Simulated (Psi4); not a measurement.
C2H3O, doublet, at a GFN2-xTB geometry. Base run: PBE/6-31G** (Psi4).

Psi4 was given this input:
```
memory 2 GB

molecule {
0 2
  C    -1.15352607    0.22703967    0.00118414
  C     0.25306895    0.32812931   -0.01895806
  O     1.01761989   -0.63034413    0.02023200
  H    -1.61606621   -0.74411792    0.05421038
  H    -1.77848140    1.10068084   -0.03531154
  H     0.65633126    1.35517621   -0.07411131
}

set basis 6-31g**
set reference uks

energy('pbe')
print_variables()
```

Each row names what was changed in the base input (with any setting that the change needs).

| change | ΔE vs base (µEh) | SCF cycles | grid points | basis functions |
|---|---|---|---|---|
| base | 0.0 | 11 | 129147 | 60 |
| e_convergence = 1e-4 | 0.0 | 11 | 129147 | 60 |
| scf_type = direct | 26.4 | 13 | 129147 | 60 |
| guess = modhuckel | 0.0 | 13 | 129147 | 60 |
| cholesky_tolerance = 1e-6 (with scf_type cd) | 25.2 | 11 | 129147 | 60 |
| d_convergence = 1e-8 | 0.0 | 13 | 129147 | 60 |
| d_convergence = 1e-4 | 0.1 | 9 | 129147 | 60 |
| scf_initial_accelerator = none | 0.0 | 11 | 129147 | 60 |
| scf_type = pk | 26.4 | 11 | 129147 | 60 |
| d_convergence = 1e-10 | 0.0 | 17 | 129147 | 60 |
| dft_spherical_points = 974 | -0.2 | 11 | 416054 | 60 |
| scf_type = dfdirj+link | 0.3 | 11 | 129147 | 60 |
| cholesky_tolerance = 1e-3 (with scf_type cd) | -1498 | 11 | 129147 | 60 |

Open shells are given as the SCF converged; they aren't shown to be the lowest states, and a large step between rows can be another state.
